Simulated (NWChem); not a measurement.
BeH2SO; SMILES [OH][Be][SH]

```xyz
5

Be     0.0247    -0.6358    -0.0239
O      0.0209    -2.0569    -0.0532
H      0.0055    -2.7609     0.6069
S      0.0642     1.2760    -0.0046
H     -1.2989     1.3441    -0.0119
```
Atoms are numbered in this order, from 1.

Program: NWChem. Medium grid unless said otherwise, to which SCAN and Minnesota functionals are sensitive. Structure relaxed at the PBE-D3(BJ)/def2-SVP level.

Q: Order these by “orbital gap (eV)”, lowest first: LDA (Slater exchange, VWN5)/def2-SVP; LC-BLYP (range parameter 0.33 per bohr)/def2-SVP; Hartree-Fock/def2-SVP; PW6B95/def2-SVP; M05-2X/def2-SVP.

A: LDA (Slater exchange, VWN5)/def2-SVP (5.21), PW6B95/def2-SVP (7.20), M05-2X/def2-SVP (9.34), LC-BLYP (range parameter 0.33 per bohr)/def2-SVP (10.89), Hartree-Fock/def2-SVP (12.40)
